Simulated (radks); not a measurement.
Task: Coulomb parameter of the 4d shell of the molybdenum ion Mo+ in the model configuration [Kr] 4d4 5p1, as a second difference U = [E(n + 1) + E(n - 1) - 2 E(n)] / (1)^2 with all orbitals relaxed. "Bare": the charge of the atom changes with n. "Screened": the 5p shell takes up the change at fixed total charge, which measures U(4d,4d) + U(5p,5p) - 2 U(4d,5p). All-electron calculation, scalar-relativistic Kohn-Sham, SCAN, spin-unpolarised, spherical densities, finite nucleus; meta-GGA in the generalised Kohn-Sham scheme; Fermi nuclear charge, rms radius 4.4091 fm. Program: a radial shooting solver on a logarithmic mesh with Libxc functionals. Estimate both.

Result: U(bare) = 9.868 eV, U(screened by 5p) = 2.050 eV, against the Slater integral F0(4d,4d) = 14.022 eV with frozen orbitals.
